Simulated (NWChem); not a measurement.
System: AlGeH4OCl; SMILES [GeH3][Al]([OH])[Cl]

Excerpt of the output:

```
             Northwest Computational Chemistry Package (NWChem) 7.3.0
             --------------------------------------------------------

 CS  symmetry detected

                             Geometry "geometry" -> ""
                             -------------------------

 Output coordinates in angstroms (scale by  1.889725989 to convert to a.u.)

  No.       Tag          Charge          X              Y              Z
 ---- ---------------- ---------- -------------- -------------- --------------
    1 Al                  13.0000     0.43874442    -0.71782840     0.00000000
    2 Cl                  17.0000    -0.98723601    -2.29419613     0.00000000
    3 Ge                  32.0000    -0.22134018     1.64553759     0.00000000
    4 H                    1.0000    -1.08145420     1.98437490    -1.24832955
    5 H                    1.0000    -1.08145420     1.98437490     1.24832955
    6 H                    1.0000     1.01264617     2.58543254     0.00000000
    7 O                    8.0000     2.10856508    -1.10742811     0.00000000
    8 H                    1.0000     2.44396198    -2.01885697     0.00000000

 Effective nuclear repulsion energy (a.u.)     369.9085852724

      Symmetry information
      --------------------

 Group name             Cs
 Group number              2
 Group order               2
 No. of unique centers     7

                                 NWChem DFT Module
                                 -----------------

 Summary of "ao basis" -> "ao basis" (spherical)
 ------------------------------------------------------------------------------
       Tag                 Description            Shells   Functions and Types
 ---------------- ------------------------------  ------  ---------------------
 Al                         def2-svp                 8       18   4s3p1d
 Cl                         def2-svp                 8       18   4s3p1d
 Ge                         def2-svp                12       32   5s4p3d
 H                          def2-svp                 3        5   2s1p
 O                          def2-svp                 6       14   3s2p1d

      Symmetry analysis of basis
      --------------------------

        a'         71
        a"         31

            General Information
            -------------------
          SCF calculation type: DFT
          Wavefunction type:  closed shell.
          No. of atoms     :     8
          No. of electrons :    74
           Alpha electrons :    37
            Beta electrons :    37
          Charge           :     0
          Spin multiplicity:     1
          Use of symmetry is: on ; symmetry adaption is: on
          Maximum number of iterations: 150
          AO basis - number of functions:   102
                     number of shells:    46
          Convergence on energy requested:  1.00D-06
          Convergence on density requested:  1.00D-05
          Convergence on gradient requested:  5.00D-04

              XC Information
              --------------
                      r^2SCAN Method XC Functional
               r^2SCAN metaGGA Exchange Functional  1.000
                     r^2SCAN Correlation Potential  1.000

             Grid Information
             ----------------
          Grid used for XC integration:  medium
          Radial quadrature: Mura-Knowles
          Angular quadrature: Lebedev.
          Tag              B.-S. Rad. Rad. Pts. Rad. Cut. Ang. Pts.
          ---              ---------- --------- --------- ---------
          Al                  1.25       88          10.0       590
          Cl                  1.00       88          13.0       590
          Ge                  1.25      112          11.0       590
          H                   0.35       45          13.0       434
          O                   0.60       49          12.0       434
          Grid pruning is: on
          Number of quadrature shells:   472
          Spatial weights used:  Erf1

      Superposition of Atomic Density Guess
      -------------------------------------

 Sum of atomic energies:       -2852.84669668

      Non-variational initial energy
      ------------------------------

 Total energy =   -2853.689390
 1-e energy   =   -4708.778342
 2-e energy   =    1485.180367
 HOMO         =      -0.327009
 LUMO         =       0.003049

      Symmetry analysis of molecular orbitals - initial
      -------------------------------------------------

  Numbering of irreducible representations:

     1 a'          2 a"

  Orbital symmetries:

     1 a'          2 a'          3 a'          4 a'          5 a'
     6 a'          7 a"          8 a'          9 a'         10 a'
    11 a'         12 a"         13 a'         14 a'         15 a"
    16 a'         17 a'         18 a'         19 a'         20 a"
    21 a'         22 a"         23 a'         24 a'         25 a"
    26 a'         27 a'         28 a'         29 a'         30 a'
    31 a'         32 a"         33 a"         34 a'         35 a'
    36 a"         37 a'         38 a'         39 a"         40 a'
    41 a'         42 a'         43 a"         44 a'         45 a'
    46 a'         47 a'

[...]

                         DFT ENERGY GRADIENTS

    atom               coordinates                        gradient
                 x          y          z           x          y          z
   1 Al      0.829107  -1.356499   0.000000   -0.004251   0.000942   0.000000
   2 Cl     -1.865606  -4.335402   0.000000   -0.002524  -0.002469   0.000000
   3 Ge     -0.418272   3.109615   0.000000    0.000775  -0.001880   0.000000
   4 H      -2.043652   3.749925  -2.359001   -0.002573   0.000745  -0.003896
   5 H      -2.043652   3.749925   2.359001   -0.002573   0.000745   0.003896
   6 H       1.913624   4.885759   0.000000    0.003935   0.002768   0.000000
   7 O       3.984610  -2.092736   0.000000    0.005036   0.006811   0.000000
   8 H       4.618418  -3.815086   0.000000    0.002175  -0.007662   0.000000
```

Level: r2SCAN/def2-SVP. The geometry was optimised at PBE-D3(BJ)/def2-SVP.

Q: Reconstruct the input file.

A: One answer among several that fit: the input that was run:
```
start job
memory heap 200 mb stack 900 mb global 1100 mb
geometry units angstroms noautoz
  Al     0.570393    -0.582095    -0.045138
  Cl    -0.700936    -2.254822    -0.367725
  Ge    -0.280008     1.719107     0.004842
  H     -0.968950     2.088342    -1.337534
  H     -1.343017     1.896721     1.123495
  H      0.855966     2.744742     0.257352
  O      2.248429    -0.846157     0.188433
  H      2.656030    -1.727638     0.181627
end
basis spherical
  * library def2-svp
end
dft
  xc r2scan
  iterations 150
  mulliken
end
task dft gradient
```
